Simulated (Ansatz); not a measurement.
Q: Name a neutral molecule of B, C, N and H with LUMO energy (B3LYP/def2-TZVPP) between -1.75 and -1.45 eV and zero-point energy (PBE0-D4/def2-TZVP) between 309 and 325 kJ/mol (Ansatz, PBE0-D4/def2-TZVP geometry).

A: `BN(B)CC=C` (-1.47 eV, 319.7 kJ/mol). Other molecules can fit too; these were computed, each in one conformer that needn't be the lowest.

B3LYP here is the variant with VWN-RPA as its local correlation; programs differ in this.
